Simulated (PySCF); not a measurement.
BH, SMILES [BH] (connectivity only; charge and spin as stated), neutral, multiplicity 1. Geometry: r2SCAN-D4/def2-TZVPD.

TDDFT-M06-2X/def2-TZVPD (PySCF) puts the lowest singlet excitations at 2.28, 2.28, 5.88, 8.32, 8.56, 8.56 eV and the lowest triplet (TDA) at 0.92 eV.

What are the lowest singlet roots from EOM-CCSD/aug-cc-pVDZ in PySCF? (The exact figures need the calculation; the answer reports its results.)

2.97, 2.97, 6.50, 7.43, 7.62, 7.62 eV; triplets 1.32, 1.32, 5.58 eV. S1 differs by 0.69 eV (second minus first; roots are paired by order, and the bases may differ).
